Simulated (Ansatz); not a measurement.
CH8Si2, SMILES `[SiH3]C[SiH3]` (charge 0, multiplicity 1).

Cartesian coordinates (Å):
```xyz
11

Si     1.5576    -0.1793     0.2656
C      0.0228     0.6822    -0.3721
Si    -1.5717    -0.2396    -0.0371
H      1.4668    -0.3625     1.7388
H      2.7813     0.6113    -0.0372
H      1.6927    -1.5187    -0.3670
H      0.1244     0.8318    -1.4522
H     -0.0405     1.6755     0.0846
H     -1.7578    -0.4246     1.4269
H     -1.5319    -1.5808    -0.6789
H     -2.7439     0.5048    -0.5716
```
Charge 0, multiplicity 1.

Frozen-core energies in 6-31g from Ansatz (an electronic-structure program) at a geometry from PBE0-D3(BJ)/def2-TZVP; the HF reference has <S^2> = 0.00 and the T1 diagnostic is 0.009.

```csv
level,energy (Ha)
HF,-620.23749
MP2,-620.44222
CCSD,-620.49006
CCSD(T),-620.49488
```

Estimate the energies of CCSDT, CCSDT(Q) and CCSDTQ, and give each level's difference from CCSDTQ.


```csv
level,energy (Ha),difference from CCSDTQ (mHa)
MP2,-620.44222,53.72
CCSD,-620.49006,5.88
CCSD(T),-620.49488,1.05
CCSDT,-620.49568,0.25
CCSDT(Q),-620.49593,0.01
CCSDTQ,-620.49593,0.00
```
